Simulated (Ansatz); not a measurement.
Basis-set extrapolation for F3H3Si2, SMILES `F[Si](F)(F)[SiH3]` (PBE0-D4/def2-TZVP geometry, frozen core, Ansatz 0.2.0). Multiplicity 1, RHF reference.

|  | def2-TZVPP | def2-QZVPP |
| --- | --- | --- |
| HF | -878.302463 | -878.335930 |
| MP2 correlation | -0.983982 | -1.076533 |
| CCSD(T) correlation | -1.041581 | not run |

Energies in hartree. Use E(X) = E(∞) + A·exp(−7.88·√X) for Hartree–Fock and E(X) = E(∞) + B·X^(−2.97) for correlation, with X = 3 and 4, and add CCSD(T) minus MP2 of the smaller set to the MP2 limit.

Problem. What is the CCSD(T) energy at the basis-set limit?

Solution. HF limit: -878.335930 + (-0.033467) × 0.13774 = -878.34054. MP2 limit: -1.076533 + (-0.092551) × 0.74074 = -1.14509. Higher-order term: -1.041581 − (-0.983982) = -0.05760. Total: -879.54323 hartree, 523.0 kJ/mol below CCSD(T)/def2-TZVPP.
